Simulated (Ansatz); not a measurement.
Computed with Ansatz.

A structure relaxed at PBE0-D4/def2-TZVP, charge 0, multiplicity 1:

```
atom   x (Å)   y (Å)   z (Å)
  N1   1.607  -0.029  -0.029
 Si2   0.107  -0.874  -0.052
  C3  -1.302   0.292   0.360
  S4  -1.272   1.760  -0.699
  H5   2.270  -0.176  -0.771
  H6   2.075   0.183   0.837
  H7  -0.062  -1.401  -1.429
  H8   0.058  -1.997   0.932
  H9  -1.301   0.576   1.416
 H10  -2.248  -0.220   0.164
 H11   0.068   1.888  -0.730
```

(1) Give its formula and SMILES.

(2) Summarise the bond lengths by kind.

Results:

(1) CH7NSSi, `N[SiH2]CS`.

(2) 1 × N–Si 1.722 Å; 2 × H–N 1.006 to 1.007 Å; 1 × C–Si 1.875 Å; 2 × H–Si 1.484 to 1.494 Å; 1 × C–S 1.810 Å; 2 × C–H 1.093 to 1.094 Å; 1 × H–S 1.346 Å.
